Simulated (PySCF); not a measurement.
## Fractional electron number in N⁺ (nitrogen, charge +1)

The 2p alpha orbital of [He] 2s2 2p2 is emptied in steps (occupation f), with all orbitals relaxed, ending at [He] 2s2 2p1. Calculation: PySCF 2.14, in aug-cc-pVTZ-DK (5s4p3d2f, 46 functions); scalar relativity by spin-free X2C-1e. The exact energy is a straight line in f; departures are measured from the line between the end points of the same method.

```csv
f,UHF (eV),LDA (eV),PBE (eV),PBE0 (eV),r2SCAN (eV),LC-wPBE (eV),BHandHLYP (eV),wB97X (eV),CAM-B3LYP (eV),r2SCAN0 (eV)
1,0.000,0.000,0.000,0.000,0.000,0.000,0.000,0.000,0.000,0.000
0.75,0.213,-1.521,-1.483,-1.064,-1.370,-0.526,-0.649,-0.563,-0.790,-0.981
0.5,0.275,-2.041,-1.982,-1.417,-1.811,-0.699,-0.863,-0.743,-1.054,-1.294
0.25,0.201,-1.537,-1.484,-1.059,-1.336,-0.517,-0.644,-0.543,-0.787,-0.954
0,0.000,0.000,0.000,0.000,0.000,0.000,0.000,0.000,0.000,0.000
```

Task: For PBE0, how does the orbital energy at f = 1 compare with the removal energy?

Result: −ε = 24.232 eV against a total-energy difference of 29.892 eV. By Janak's theorem ε = ∂E/∂f, so the gap between them reflects the curvature. Along the path −ε is 27.051 (f = 0.75), 29.904 (f = 0.5), 32.743 (f = 0.25) eV.

```json
{"method": "UHF", "E(f=0) − E(f=1) (eV)": "29.186", "−ε at f=1 (eV)": "30.358", "−ε at f=0.5 (eV)": "29.154"}
{"method": "LDA", "E(f=0) − E(f=1) (eV)": "30.034", "−ε at f=1 (eV)": "21.993", "−ε at f=0.5 (eV)": "29.989"}
{"method": "PBE", "E(f=0) − E(f=1) (eV)": "29.881", "−ε at f=1 (eV)": "22.014", "−ε at f=0.5 (eV)": "29.876"}
{"method": "PBE0", "E(f=0) − E(f=1) (eV)": "29.892", "−ε at f=1 (eV)": "24.232", "−ε at f=0.5 (eV)": "29.904"}
{"method": "r2SCAN", "E(f=0) − E(f=1) (eV)": "30.120", "−ε at f=1 (eV)": "22.785", "−ε at f=0.5 (eV)": "30.205"}
{"method": "LC-wPBE", "E(f=0) − E(f=1) (eV)": "30.076", "−ε at f=1 (eV)": "27.277", "−ε at f=0.5 (eV)": "30.098"}
{"method": "BHandHLYP", "E(f=0) − E(f=1) (eV)": "29.820", "−ε at f=1 (eV)": "26.361", "−ε at f=0.5 (eV)": "29.832"}
{"method": "wB97X", "E(f=0) − E(f=1) (eV)": "29.732", "−ε at f=1 (eV)": "26.726", "−ε at f=0.5 (eV)": "29.782"}
{"method": "CAM-B3LYP", "E(f=0) − E(f=1) (eV)": "29.990", "−ε at f=1 (eV)": "25.787", "−ε at f=0.5 (eV)": "29.998"}
{"method": "r2SCAN0", "E(f=0) − E(f=1) (eV)": "30.064", "−ε at f=1 (eV)": "24.800", "−ε at f=0.5 (eV)": "30.132"}
```

Reference removal energy between the ground levels: 29.601 eV (semi-empirical (NIST evaluation); NIST Atomic Spectra Database, ionization energies). The calculation has no spin-orbit coupling. UHF lacks correlation.
